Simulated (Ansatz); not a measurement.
Reaction (SMILES): BOC → BO[CH2] + H atom (the C-H bond at the site shown breaks; other sites are not compared here)
Geometries: B3LYP-D3(BJ)/def2-TZVP minima from Ansatz (a program for electronic structure), one conformer each, not searched for the lowest.
Geometry of the first species:
SMILES: O(C)B
```xyz
8

B      1.2673     0.2797    -0.1845
O      0.1862    -0.3130     0.3439
C     -1.1411    -0.0162    -0.0807
H      2.3289    -0.0472     0.2489
H      1.1451     1.0981    -1.0525
H     -1.6029    -0.9336    -0.4463
H     -1.7076     0.3478     0.7766
H     -1.1430     0.7377    -0.8708
```
Charge 0, spin multiplicity 1.

Wanted: bond dissociation energy (electronic energy difference), in eV. Correlated levels leave the core frozen unless marked. Open shells are spin-unrestricted. No spin-orbit coupling. Non-relativistic. Basis-set limits of correlation are two-point, X^-3; Hartree-Fock from the larger set. [CCSD(T)-MP2]/basis is that difference in the basis named.

RI-MP2/CBS(aug-cc-pVTZ,aug-cc-pVQZ)+[CCSD(T)-MP2]/aug-cc-pVTZ (Ansatz) gives 4.63 eV.

Another calculation gave 4.33 eV. Which level was it?
A. B97M-V/def2-TZVPD (Ansatz)
B. r2SCAN/def2-TZVPD (Ansatz)
C. SVWN5/def2-TZVPD (Ansatz)

B, r2SCAN/def2-TZVPD (Ansatz). The others give 4.50 (B97M-V), 4.84 (SVWN5) eV.
